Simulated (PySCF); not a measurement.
## Dipole response of Zr³⁺ (zirconium, charge +3)

[Kr] 4d1, 2D determinant. Computed with PySCF 2.14 in dyall-av2z (22s15p11d2f, 136 functions), with no relativity, point nucleus. Coupled (time-dependent) response in atomic units; α is the mean over directions. A double-zeta set is small for polarisabilities.

| method | mean α (bohr³) | α xx, yy, zz | C₆ (like pair) | S(−4) |
| --- | --- | --- | --- | --- |
| B3LYP | 5.391 | 5.987, 5.987, 4.197 | 22.27 | 10.67 |

S(−4) is the Cauchy moment in α(ω) = α(0) + S(−4) ω² + …

Spin-orbit coupling is absent.

α(iu) at B3LYP:

| u (hartree) | α(iu) (bohr³) |
| --- | --- |
| 0 | 5.391 |
| 0.0500 | 5.364 |
| 0.100 | 5.289 |
| 0.200 | 5.033 |
| 0.300 | 4.710 |
| 0.500 | 4.061 |
| 0.750 | 3.354 |
| 1.00 | 2.770 |
| 1.50 | 1.908 |
| 2.00 | 1.353 |
| 3.00 | 0.7546 |
| 5.00 | 0.3251 |

A single London oscillator, α(iu) = α/(1 + u²/ω²), gives C₆ = (3/4) ω α². Matching the computed C₆ needs ω = 4 × 22.27 / (3 × 5.391²) = 1.02 hartree.

For an ion, C₆ is the dispersion term alone; charge-induced terms of lower order in 1/R come first.

The components differ because the open shell of this determinant is not spherical; for a pure term their mean is the scalar polarisability.

A non-relativistic calculation at this Z misses sizeable relativistic shifts.
